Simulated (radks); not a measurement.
In4+, 45 electrons, occupied as [Kr] 4d9. Calculated with a radial shooting solver on a logarithmic mesh with Libxc functionals: Dirac Kohn-Sham, LDA (Slater exchange, VWN5 correlation), spin-unpolarised, spherical densities, point nucleus; open shells fill j = l - 1/2 first.

Normalised radial functions P(r) = r R(r) (large component), r in bohr:

```
   r/bohr * 3d5/2 (the largest magnitude, 1.78, reaches the edge; | marks zero)
 0.002541 *
 0.002888 *
 0.003309 *
 0.003761 *
 0.004274 *
 0.004897 *
 0.005566 *
 0.006326 *
 0.007247 *
 0.008237 *
 0.009362 *
  0.01064 *
  0.01219 *
  0.01385 *
  0.01575 *
  0.01804 *
   0.0205 |*
   0.0233 |*
   0.0267 |*
  0.03035 | *
  0.03449 |  *
   0.0392 |  *
  0.04491 |    *
  0.05104 |     *
  0.05801 |       *
  0.06646 |          *
  0.07554 |             *
  0.08585 |                 *
  0.09836 |                      *
   0.1118 |                           *
   0.1271 |                                *
   0.1444 |                                      *
   0.1654 |                                            *
    0.188 |                                                *
   0.2137 |                                                    *
   0.2448 |                                                      *
   0.2783 |                                                      *
   0.3163 |                                                    *
   0.3624 |                                               *
   0.4118 |                                         *
   0.4681 |                                  *
    0.532 |                          *
   0.6095 |                   *
   0.6927 |            *
   0.7873 |       *
    0.902 |    *
    1.025 | *
    1.165 |*
    1.335 *
    1.517 *
    1.724 *
     1.96 *
    2.245 *
    2.552 *
      2.9 *
    3.323 *
    3.777 *
```

3d5/2: eigenvalue -478.75 eV, 0 radial nodes, <r> = 0.326 bohr, 90 % of the charge inside 0.514 bohr.
